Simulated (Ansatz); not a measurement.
Ansatz (a quantum-chemistry and plane-wave program) input (r2SCAN/def2-TZVP):

Ansatz 0.2 input:
```yaml
crystal:
  periodic: [false, false, false]
  atoms:
    - {symbol: Si, position_ang: [-0.98990283, -0.04996027, -0.03804341]}
    - {symbol: Cl, position_ang: [1.07228026, 0.05411785, 0.04120929]}
    - {symbol: H, position_ang: [-1.36880146, -1.06901170, -1.03602533]}
    - {symbol: H, position_ang: [-1.51034546, 1.27418452, -0.43018875]}
    - {symbol: H, position_ang: [-1.49097781, -0.42573246, 1.29826384]}
basis:
  gaussian:
    orbitals: def2-TZVP
hamiltonian:
  xc: {name: r2SCAN}
relax: {f_tol: 0.003, max_steps: 100}
```

End of the output:

```
reference -20449.25723275 eV, -751.4963422991 hartree; 17, 17 occupied and 75, 75 virtual orbitals, 640 factors
relax step   4: F+E_penalty+E_count = -20449.25722286 eV  Δ(F+E_penalty+E_count) = -1.153e-5 eV  max|allowed force component| = 4.987e-4 eV/Å  Δτ_max = 0.0010 Å  (19 SCF iters, accepted)
integrals: 0.02 GiB planned
640 factors; their error is unknown
mean field: 0.21 GiB planned
mean field -20449.25722286 eV, -751.4963419358 hartree, gradient 6.2e-5 eV, S^2 0.000000; 1 other end points of the search recorded, 0 dependent functions left out
the calculation of the forces begins
reference -20449.25723275 eV, -751.4963422991 hartree; 17, 17 occupied and 75, 75 virtual orbitals, 640 factors
Total energy: -20449.25723275 eV, -751.4963422991 hartree
Atom 0 at    -0.984862    -0.049709    -0.037853 Å, force    -0.000350    -0.000018    -0.000014 eV/Å
Atom 1 at     1.066451     0.053831     0.040992 Å, force     0.000499     0.000026     0.000020 eV/Å
Atom 2 at    -1.368404    -1.070657    -1.037648 Å, force    -0.000062     0.000119     0.000117 eV/Å
Atom 3 at    -1.510167     1.276442    -0.430805 Å, force    -0.000042    -0.000167     0.000043 eV/Å
Atom 4 at    -1.490767    -0.426309     1.300529 Å, force    -0.000044     0.000040    -0.000167 eV/Å
Dipole moment:    -0.252489    -0.012747    -0.009707 e Å
```
